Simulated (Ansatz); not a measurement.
The same ligand exchange along the group Sc, Y.

Gas-phase electronic energies from Ansatz, PBE0-D4/def2-TZVP geometries. CCSD(T)/CBS is the MP2 limit (def2-TZVPP, def2-QZVPP) plus CCSD(T) − MP2 in def2-TZVPP, frozen cores. This one scheme is used for every species. DFT in def2-TZVPP. Elements past krypton have def2 core potentials. For Sc, Y outer-core shells are correlated without core-valence functions, which leaves a few kJ/mol of doubt a bond. Scalar relativity is left out up to krypton. Each species was taken in one conformer, which may not be the lowest.

```json
{"reaction": "`[NH2][Sc]([NH2])[Cl]` + HCl → `[NH2][Sc]([Cl])[Cl]` + NH₃", "MP2/CBS(def2) (kJ/mol)": "-119", "RPA@PBE/def2-TZVPP (kJ/mol)": "-111", "B2PLYP (kJ/mol)": "-119", "CCSD/CBS(def2) (kJ/mol)": "-118", "CCSD(T)/CBS(def2) (kJ/mol)": "-118"}
{"reaction": "`[NH2][Y]([NH2])[Cl]` + HCl → `[NH2][Y]([Cl])[Cl]` + NH₃", "MP2/CBS(def2) (kJ/mol)": "-137", "RPA@PBE/def2-TZVPP (kJ/mol)": "-125", "B2PLYP (kJ/mol)": "-135", "CCSD/CBS(def2) (kJ/mol)": "-137", "CCSD(T)/CBS(def2) (kJ/mol)": "-136"}
```

Largest T1 diagnostic: 0.014, for `[NH2][Sc]([Cl])[Cl]`.
